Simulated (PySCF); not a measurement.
Question: Give a PBE0-D3(BJ)/def2-SVP geometry of `CN(C)[SiH2]N(C)CCC`.

Answer: 
```
atom  x, y, z in Å
C1     2.633    1.096   -0.002
C2     2.837   -0.401    0.160
C3     1.678   -1.106    0.864
N4     0.388   -0.912    0.238
C5     0.257   -1.435   -1.100
Si6   -1.041   -0.537    1.148
N7    -2.066    0.490    0.202
C8    -1.562    1.709   -0.376
C9    -3.495    0.344    0.130
H10    3.507    1.575   -0.467
H11    1.758    1.308   -0.633
H12    2.461    1.583    0.972
H13    3.752   -0.601    0.743
H14    3.013   -0.863   -0.827
H15    1.613   -0.731    1.899
H16    1.919   -2.187    0.941
H17    0.489   -2.518   -1.155
H18    0.921   -0.919   -1.817
H19   -0.774   -1.289   -1.457
H20   -0.514    0.050    2.424
H21   -1.926   -1.701    1.486
H22   -0.464    1.731   -0.322
H23   -1.844    1.795   -1.443
H24   -1.946    2.613    0.138
H25   -4.034    1.138    0.685
H26   -3.850    0.383   -0.918
H27   -3.806   -0.624    0.551
```

Any rigid rotation of these coordinates is as good. Atoms count from 1 in this order. N4 (silicon-bound nitrogen) is almost planar (angles 122.4°, 119.4° and 115.7°, sum 357.5°, 0.14 Å off the plane of its three neighbours). Of the pairs four or more bonds apart, H11···H22 is among the closest relative to their van der Waals radii: 2.28 Å, 95 % of the sum of Bondi's values. Si6 (SiH2 silicon) is distorted tetrahedral (angles from 103.5° to 116.2°). N7 (silicon-bound nitrogen) is almost planar (angles 123.7°, 120.9° and 114.4°, sum 359.1°, 0.09 Å off the plane of its three neighbours).

Bonds between heavy atoms (Å): C1–C2 1.519, C2–C3 1.528, C3–N4 1.447, N4–C5 1.442, N4–Si6 1.735, Si6–N7 1.732, N7–C8 1.440, N7–C9 1.438.

Computed with PBE0-D3(BJ)/def2-SVP geometry optimisation, gas phase in PySCF 2.14.0.

Point group: C1 (no symmetry element, even within 0.4 Å). Whether it is a minimum is left open (no frequencies). One conformer, not necessarily the lowest (C1–C2–C3–N4 56°, C2–C3–N4–C5 63°, C3–N4–Si6–N7 147°, N4–Si6–N7–C8 -53°).

Time: 6.5 min wall; peak memory 1.4 GiB. Hardware: an Intel Xeon Platinum 8488C with one thread, shared host with 192 logical CPUs at a one-minute load of 101. These figures are those of the optimisation.
